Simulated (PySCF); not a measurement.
# Excitation energy of In⁺ by level of theory

In⁺ [Kr] 4d10 5s2 (1S) → In⁺ [Kr] 4d10 5s1 6s1 (3S), as a difference of total energies. All numbers are calculated (PySCF 2.14, a scalar-relativistic core potential, in aug-cc-pwCVDZ-PP with ECP28MDF (6s5p4d1f, 48 functions)). Correlated levels: valence: 4s2 4p6 4d10 frozen; valence and next inner shell: nothing frozen outside the core potential. The calculations carry no spin-orbit coupling.

```tsv
method	excitation energy (eV)
UHF	10.126
LDA	12.050
PBE	11.638
PBE0	11.394
r2SCAN	11.577
B2PLYP	11.386
BLYP	11.922
TPSS	11.480
r2SCAN0	11.418
MP2 (valence)	10.655
SCS-MP2 (valence)	10.829
MP2 (valence and next inner shell)	11.526
SCS-MP2 (valence and next inner shell)	11.546
```

Q: How much does correlation contribute at MP2 (valence and next inner shell)?

A: 11.526 − (10.126) = 1.400 eV, measured against UHF.

Errors of the correlated levels include the incompleteness of this basis and the frozen core.

For comparison: 11.645 eV (measured; NIST levels).
